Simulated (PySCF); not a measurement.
# MoOCl₂: from structure and modes to constants

Computed with PySCF, UPBE0, basis Mo def2-TZVP with ECP28, O def2-TZVP, Cl def2-TZVP (scalar-relativistic core potentials, no spin–orbit coupling, density fitting).

The triplet minimum has C2v symmetry. Masses (u): Mo 97.90541, O 15.99492, Cl 34.96885.

```xyz
4
charge 0 multiplicity 3, angstrom
Mo    0.2349   -0.1685    0.0000
O     1.5722   -1.1276    0.0000
Cl   -0.6861    0.4920   -1.9610
Cl   -0.6861    0.4920    1.9610
```

Harmonic wavenumbers (cm⁻¹): 103.8 (a1, ×1), 116.5 (b1, ×1), 196.3 (b2, ×1), 393.1 (a1, ×1), 441.1 (b2, ×1), 1082.2 (a1, ×1).

Problem. Find the principal moments of inertia and the rotational constants. What kind of rotor is it?

Solution. About the centre of mass I = 117.91, 268.94, 386.85 u Å². With B = 16.8576/I this gives 0.143, 0.06268, 0.04358 cm⁻¹. The molecule is an asymmetric top with κ = -0.62.

Problem. What is the harmonic zero-point energy?

Solution. Half the sum of all 6 wavenumbers, 2333/2 = 1166 cm⁻¹, which is 14.0 kJ/mol (1 cm⁻¹ = 0.0119627 kJ/mol).

Problem. Find the vibrational entropy and heat capacity at 298.15 K.

Solution. With u = 1.43878 ω/T, each mode gives S = R[u/(eᵘ−1) − ln(1−e⁻ᵘ)] and C = R u² eᵘ/(eᵘ−1)².
```json
{"ω (cm⁻¹)": "103.8", "u": "0.501", "S (J/(mol K))": "14.15", "C (J/(mol K))": "8.14"}
{"ω (cm⁻¹)": "116.5", "u": "0.562", "S (J/(mol K))": "13.21", "C (J/(mol K))": "8.10"}
{"ω (cm⁻¹)": "196.3", "u": "0.947", "S (J/(mol K))": "9.07", "C (J/(mol K))": "7.72"}
{"ω (cm⁻¹)": "393.1", "u": "1.897", "S (J/(mol K))": "4.14", "C (J/(mol K))": "6.21"}
{"ω (cm⁻¹)": "441.1", "u": "2.129", "S (J/(mol K))": "3.44", "C (J/(mol K))": "5.78"}
{"ω (cm⁻¹)": "1082.2", "u": "5.222", "S (J/(mol K))": "0.28", "C (J/(mol K))": "1.24"}
```
The sums over all modes are S = 44.3 and C = 37.2 J/(mol K); the softest mode gives 32 % of the entropy.

Problem. Give the standard entropy (298.15 K, 1 bar) by its translational, rotational, vibrational and spin parts, and Cp.

Solution. Sackur–Tetrode with M = 183.84 u gives 173.9; rotation with symmetry number 2 gives 110.6; vibration 44.3; spin R ln 3 = 9.1. The total is 337.9 J/(mol K), and Cp = 4 R + 37.2 = 70.4 J/(mol K).

Other isomers or separated fragments may lie lower. Open d and f shells are described by one determinant, and the ground state may have another occupation or spin.
